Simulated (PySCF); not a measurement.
# Radial density of Ar³⁺ (argon, charge +3)

BHandHLYP, [Ne] 3s2 3p3, high-spin 4S determinant. Calculation: PySCF 2.14, in dyall-av3z; the spin-free X2C one-electron Hamiltonian (Gaussian nucleus).

```
r (bohr)  4πr²ρ (e/bohr)  4πr²(ρα − ρβ)
 0.00132         0.09864         0.0000
 0.00222          0.2595         0.0000
 0.00373          0.6697         0.0000
 0.00627           1.672         0.0001
  0.0105           3.938         0.0002
  0.0177           8.398         0.0012
  0.0298           15.13         0.0066
  0.0502           20.61         0.0349
  0.0844           18.70         0.1511
   0.142           14.40         0.4496
   0.239           19.73         0.6553
   0.402           16.98         0.1075
   0.676           5.052         0.5946
    1.14           4.605         2.5654
    1.91           1.649         1.0614
    3.22         0.05274         0.0401
    5.41       5.403e-05         0.0000
```

Densities and radii are taken from the X2C orbitals without a picture-change correction, which distorts them close to the nucleus.
